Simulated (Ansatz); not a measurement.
Consider the ligand exchange at the Si–C bond: `[SiH3]C[O][SnH3]` + `N[SiH3]` → `[SiH3]N[SiH3]` + `C[O][SnH3]`.

Calculated with Ansatz (gas phase, PBE0-D4/def2-TZVP geometries, no zero-point term in ΔE). CCSD(T)/CBS is the MP2 limit (def2-TZVPP, def2-QZVPP) plus CCSD(T) − MP2 in def2-TZVPP, frozen cores. This one scheme is used for every species. Functionals use def2-TZVPP. B3LYP here is the variant with VWN-RPA as its local correlation; programs differ in this. def2 core potentials past Kr. For Sn outer-core shells are correlated without core-valence functions, which leaves a few kJ/mol of doubt a bond. Each species was taken in one conformer, which may not be the lowest.

(1) Is it downhill or uphill in electronic energy at CCSD(T)/CBS, and by how much? (An estimate is asked.)

(2) What do these levels give: PBE-D4, B3LYP-D4, ωB97M-V, B2PLYP, B3LYP, HF/def2-TZVPP, SCS-MP2/def2-TZVPP, CCSD/def2-TZVPP, HF/def2-QZVPP, MP2/def2-QZVPP, HF/CBS(def2), CCSD/CBS(def2)? (Best estimate.)

Largest T1 diagnostic among the species: 0.014.

Answers

(1) Ansatz gave: Downhill: ΔE = -68.7 kJ/mol.

(2) The calculation gave: PBE-D4 -58.9, B3LYP-D4 -67.7, ωB97M-V -67.2, B2PLYP -69.3, B3LYP -66.9, HF/def2-TZVPP -80.2, SCS-MP2/def2-TZVPP -73.4, CCSD/def2-TZVPP -70.7, HF/def2-QZVPP -81.1, MP2/def2-QZVPP -71.6, HF/CBS(def2) -81.2, CCSD/CBS(def2) -70.3 kJ/mol.

From PBE to PBE0 (25 % exact exchange), in def2-TZVPP and without D4, ΔE moves by −5.3 kJ/mol. In def2-TZVPP, CCSD(T) changes the Hartree–Fock value by +11.2 kJ/mol (the triples alone add +1.6 kJ/mol) and MP2 by +8.7 kJ/mol.
